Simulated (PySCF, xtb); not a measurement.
ZnCl, SMILES [Cl][Zn+], charge +1.

GFN2-xTB run with xtb 6.7.1 at its own geometry gives an orbital gap of 1.89 eV.

Geometry: PBE0-D3(BJ)/def2-TZVP. The spin state was assumed, not searched.

Q: What does ωB97X/def2-TZVPD (PySCF) give? (Estimate from the structure and the level; the computed values follow.)

A: gap 8.50 eV (levels -17.40 and -8.90 eV).
